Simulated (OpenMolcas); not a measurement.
## C⁺: the spin-orbit constant, thermal populations, worked from levels

* Program: OpenMolcas
* Basis: ANO-RCC-VDZP [3s2p1d]
* Scalar Hamiltonian: DKH2, point nucleus
* Active space: 3 electrons in 4 orbitals (2s 2p)
* State averaging: 2S+1 = 4 odd, 1 root; 2S+1 = 2 odd, 11 roots; 2S+1 = 4 even, 3 roots; 2S+1 = 2 even, 9 roots
* Spin-orbit coupling: RASSI with atomic mean-field integrals over the reference wave functions, term energies averaged over their components

Methods: CASSCF; MS-CASPT2, IPEA 0.25 Eh, imaginary shift 0.1 Eh (closed shells correlated: 1s). Measured levels: NIST Handbook of Basic Atomic Spectroscopic Data.

**The spin-orbit constant.** For the Hund term ²P° of p1, E(J) = (A/2) J(J+1) + constant and ζ = 2S·A = A. From J = 1/2 to J = 3/2 the energy changes by 1.5 A.

```tsv
Source	E(3/2) - E(1/2)	A	ζ
CASSCF	56.8	37.9	38
MS-CASPT2	57.0	38.0	38
measured	63.4	42.3	42
```

All in cm-1. MS-CASPT2 is off by -10.1 % and CASSCF by -10.4 %. Both methods take the spin-orbit matrix elements from the reference wave functions, so the second can move ζ only through the term energies and any multistate remixing.

**Thermal populations.** Z = Σ (2J + 1) exp(-E/kT) with k = 0.695035 cm-1/K, over the levels below. No other level of either list lies under 90000 cm-1, which is above 7 kT at each temperature.

```json
{"Level": "2s² 2p ²P°_1/2", "2J + 1": "2", "MS-CASPT2": "0.0", "measured": "0.0"}
{"Level": "2s² 2p ²P°_3/2", "2J + 1": "4", "MS-CASPT2": "57.0", "measured": "63.4"}
{"Level": "2s 2p² ⁴P_1/2", "2J + 1": "2", "MS-CASPT2": "40690", "measured": "43003"}
{"Level": "2s 2p² ⁴P_3/2", "2J + 1": "4", "MS-CASPT2": "40710", "measured": "43025"}
{"Level": "2s 2p² ⁴P_5/2", "2J + 1": "6", "MS-CASPT2": "40750", "measured": "43054"}
{"Level": "2s 2p² ²D_3/2", "2J + 1": "4", "MS-CASPT2": "76670", "measured": "74933"}
{"Level": "2s 2p² ²D_5/2", "2J + 1": "6", "MS-CASPT2": "76670", "measured": "74930"}
```

| T (K) | Z, MS-CASPT2 | Z, measured levels | Ground level (%), MS-CASPT2 | Ground level (%), measured levels |
| --- | --- | --- | --- | --- |
| 5000 | 5.935 | 5.928 | 33.7 | 33.7 |
| 8000 | 5.967 | 5.960 | 33.5 | 33.6 |
| 12000 | 6.065 | 6.040 | 33.0 | 33.1 |

At 12000 K, kT = 8340 cm-1, and the computed levels give Z = 2.000 + 3.973 + 0.015 + 0.030 + 0.045 + 0.000 + 0.001 = 6.065.

CASPT2 breaks the degeneracy within a term, and the mean is taken; among the terms shown or strongly mixed into the levels shown the widest spread is 280 cm-1 (2s 2p² ²D, MS-CASPT2). Without dynamic correlation excited terms often stand tens of per cent too high (terms of higher spin than the ground term too low), and those without a measured partner can miss by more than the paired ones (holds for CASSCF). Measured partners are found by configuration, term and J. A level has none where our copy of the source lacks it or the pairing is in doubt (some pairs that miss far off the trend of their configuration count as doubtful), and it then counts in no deviation. Only configurations of the active space appear.

° marks odd parity.
